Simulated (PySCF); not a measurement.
Compound: C8H12P (charge -1).
InChI=1S/C8H12P/c1-4-8-5-9-7(3)6(8)2/h5H,4H2,1-3H3/q-1

Torsions of this conformer, `[CH3:1][CH2:2][c:3]1[cH:4][p-:5][c:6]([CH3:7])[c:8]1[CH3:9]`: C1–C2–C3–C4 -99°.

The closed-shell ground state was solved at several levels (PySCF, density fitting, gas phase, non-relativistic). One conformer (not necessarily the lowest) at the PBE0-D3(BJ)/def2-SVP geometry, without solvent, vibrations or thermal averaging. Where the HOMO energy is positive, the finite basis confines the outermost electrons. No diffuse functions stand in pcSseg-1, which bears on an anion's orbital energies.

| level | basis functions | HOMO (eV) | LUMO (eV) | gap (eV) |
| --- | --- | --- | --- | --- |
| PBE0/pcSseg-1 | 220 | -0.26 | 4.81 | 5.07 |
| PBE/pcSseg-1 | 220 | 0.60 | 4.01 | 3.41 |

(1) Estimate the row for PBE0/def2-SVPD, a basis of 280 functions; the other rows only guide the guess.

(2) Over all these levels, which gives the widest orbital gap and which the narrowest?

## Answers

(1) HOMO -0.36 eV, LUMO 3.81 eV, gap 4.17 eV.

(2) PBE0/pcSseg-1 (global hybrid, 25 % exact exchange) has the widest, 5.07 eV, and PBE/pcSseg-1 (GGA) the narrowest, 3.41 eV. The two share the basis. From the narrowest to the widest the HOMO moves by -0.86 eV and the LUMO by +0.80 eV.
